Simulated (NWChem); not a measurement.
# BiH2F; SMILES [F][BiH2]

```xyz
4

Bi     0.0301     0.1940     0.0000
H     -1.2670     0.3787    -1.2772
H     -1.2670     0.3787     1.2772
F      0.0044    -1.8736     0.0000
```
Atoms are numbered in this order, from 1.

Coordinates come from a PBE-D3(BJ)/def2-SVP optimisation. def2 effective core potentials on Bi; no spin-orbit coupling.

Symmetry labels are those of Cs in the frame above (b1 and b2, or b-type labels, depend on it).

Question: List the 6 lowest vertical singlet excitations from LDA (Slater exchange, VWN5)/def2-SVPD with def2 effective core potentials on Bi, full TDDFT (NWChem).

Answer: 
```csv
state,energy (eV),oscillator strength,symmetry,leading excitation (squared amplitude)
S1,4.50,0.008,a',HOMO → LUMO (0.99)
S2,5.06,0.001,a",HOMO−1 → LUMO (1.00)
S3,6.07,0.076,a',HOMO → LUMO+2 (0.80)
S4,6.17,0.016,a",HOMO → LUMO+1 (0.72)
S5,6.21,0.019,a',HOMO−2 → LUMO (0.89)
S6,6.41,0.001,a",HOMO−3 → LUMO (0.97)
```
